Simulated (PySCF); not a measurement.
## Fe(19+): ionisation energy

Fe(19+) [He] 2s2 2p3 (4S) → Fe(20+) [He] 2s2 2p2 (3P), as a difference of total energies. Computed with PySCF 2.14 in an even-tempered Gaussian basis (17 s from 4.2 bohr⁻², ratio 2.2; 11 p from 5.5 bohr⁻², ratio 2.2; 6 d from 24 bohr⁻², ratio 2.4; 5 f from 35 bohr⁻², ratio 2.4; 4 g from 53 bohr⁻², ratio 2.4), with the non-relativistic Hamiltonian (point nucleus). Correlated levels: nothing frozen; virtual orbitals above 40 to 60 times the deepest correlated orbital energy dropped. The calculations carry no spin-orbit coupling.

```tsv
method	ionisation energy (eV)
UHF	1579.3
LDA	1578.2
PBE	1578.2
PBE0	1578.7
r2SCAN	1580.1
r2SCAN0	1580.2
PW91	1578.7
MP2 (all electrons)	1579.4
SCS-MP2 (all electrons)	1579.0
```

A first-order spin-orbit estimate (lowest level to lowest level, LS coupling) adds -9.099 eV.

These non-relativistic numbers lack the scalar-relativistic shift.

For comparison: 1575.6 ± 0.5 eV (measured; NIST Atomic Spectra Database, ionization energies).
